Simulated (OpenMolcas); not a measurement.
CHClGaNO: a line through the functionals

The species is CHClGaNO (6 atoms), meant as a singlet with charge 0. SMILES: `O=C=[N][GaH][Cl]`. The coordinates come from a PBE0-D4/def2-TZVP relaxation. This is one conformer, not always the lowest.

The HOMO–LUMO gap y, in eV, basis 6-31G(d); a is the functional's share of exact exchange. Programs: OpenMolcas 26.06.

| functional | program | a | y (eV) |
| --- | --- | --- | --- |
| r2SCAN | OpenMolcas | 0 | 5.30 |
| revPBE | OpenMolcas | 0 | 4.77 |
| B3LYP | OpenMolcas | 0.2 | 6.35 |
| PBE0 | OpenMolcas | 0.25 | ? |
| BHLYP | OpenMolcas | 0.5 | 8.92 |

Fit y = c + s·a to the known rows and predict PBE0.


1. Means of the 4 rows: a = 0.1750, y = 6.335.
2. Σ(Δa)² = 0.1675, Σ(Δa·Δy) = 1.2955, so the slope is 1.2955/0.1675 = 7.7343.
3. Intercept: 6.335 − (7.7343) × 0.1750 = 4.981. The largest residual of the fit is 0.32.
4. PBE0: 4.981 + (7.7343) × 0.25 = 6.91 eV.

The run gave 6.90 eV, so the prediction is off by +0.01 eV, within the largest residual. Exact exchange lowers occupied levels and raises empty ones. The rows mix families of semi-local functionals, which the line can't see.
